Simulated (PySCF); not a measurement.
**Ga (gallium, neutral) across methods**

[Ar] 3d10 4s1 4p1 4d1, one real determinant (an excited configuration). Calculation: PySCF 2.14, in x2c-QZVPPall with one added diffuse shell each of s, p, d, f type (12s8p6d5f1g, 110 functions); the spin-free X2C one-electron Hamiltonian (Gaussian nucleus).

```csv
method,E (hartree),mean ε 4s α (eV),mean ε 4p α (eV),mean ε 4d α (eV),Σ⟨r²⟩ (bohr²),⟨S²⟩
LC-wPBE,-1943.273,-17.576,-9.738,-1.460,66.60,3.751
r2SCANh,-1943.469,-14.158,-6.814,-0.410,66.29,3.752
r2SCAN,-1943.485,-13.722,-6.460,-0.311,66.29,3.752
LDA,-1940.363,-13.557,-6.130,-0.323,65.38,3.751
PBE0,-1943.258,-14.526,-7.112,-0.677,66.63,3.751
PBE,-1943.244,-13.344,-6.112,-0.429,66.47,3.751
UHF,-1941.90057,-17.490,-9.739,-1.172,67.74,3.751
```

⟨L²⟩ = 8.01 against 12 for a pure F term, so this real determinant mixes terms. The outer electron is Rydberg-like, and this basis confines it to a smaller radius and binds it less than a complete one would.
